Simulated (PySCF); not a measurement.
**Copper: highly charged ions in a basis for the neutral atom**

Cu⁷⁺ [Ar] 3d4, Cu⁸⁺ [Ar] 3d3. Computed with PySCF 2.14 in cc-pVDZ-DK (6s5p3d1f, 43 functions), with scalar relativity by spin-free X2C-1e. No spin-orbit coupling, so a gap to NIST mixes the basis error with missing relativistic terms.

Changed run: basis of the neutral atom used for a highly charged ion. This setting is unsound on purpose.

| species | method | sound run (hartree) | changed run (hartree) | converged |
| --- | --- | --- | --- | --- |
| Cu⁷⁺ | UHF | not run | -1637.20631 | yes |
| Cu⁷⁺ | LDA | not run | -1635.22858 | yes |
| Cu⁷⁺ | B3LYP | not run | -1638.26327 | yes |
| Cu⁸⁺ | UHF | not run | -1631.02841 | yes |
| Cu⁸⁺ | LDA | not run | -1628.98687 | yes |
| Cu⁸⁺ | B3LYP | not run | -1632.03863 | yes |

Ionisation energy of Cu⁷⁺:

```json
{"method": "UHF", "changed run (eV)": "168.11", "NIST (eV)": "166 ± 2.1"}
{"method": "LDA", "changed run (eV)": "169.85", "NIST (eV)": "166 ± 2.1"}
{"method": "B3LYP", "changed run (eV)": "169.38", "NIST (eV)": "166 ± 2.1"}
```

The contracted functions were made for the neutral atom and can be too rigid for a highly charged ion.
